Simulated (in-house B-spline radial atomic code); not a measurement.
# The xenon ion Xe⁷⁺: [Ar] (3d3/2)3 (3d5/2)6 4s2 4p6 4d10 5s1 (9d5/2)1 (an excited or competing configuration)

Method: Dirac-Hartree-Fock, average of the jj configuration, Fermi nucleus of rms radius 4.7859 fm. Calculated with an all-electron radial atomic-structure program (B-spline basis).

Z_r = [3n² - l(l+1)]/(2<r>); Z_e = n√(-2ε); the last column is Slater's effective charge. Values are occupation-weighted means over j. An effective charge above Z reflects the relativistic contraction of the inner shells.

```
shell  electrons   ε (eV)  <r> (bohr)    Z_r    Z_e  Slater
   1s          2   -34920     0.02665  56.28  50.66   53.70
   2s          2  -5672.4       0.114  52.65  40.84   49.85
   2p          6  -5107.6      0.1001  49.97  38.75   49.85
   3s          2  -1314.7      0.3028  44.59  29.49   42.75
   3p          6  -1126.1      0.3005  41.59  27.29   42.75
   3d          9  -848.63      0.2777  37.81  23.69   33.20
   4s          2  -350.18      0.7029  34.14  20.29   27.10
   4p          6  -286.44      0.7434  30.94  18.35   27.10
   4d         10   -189.5      0.8217  25.56  14.93   15.85
   5s          1  -119.45       1.553  24.15  14.81   11.70
   9d          1  -14.867       10.65  11.12   9.41    8.00
```

The least bound orbital is 9d5/2 at -14.87 eV, and it is also the most diffuse (<r> = 10.65 bohr). The part-filled 3d shell lies below the filled 4d shell in orbital energy.

For the 1s electron the small component carries 3.96 % of the norm, the zero-frequency Breit interaction raises the level by 86.95 eV, self-energy by 49.96 eV, and vacuum polarisation lowers it by 7 eV.
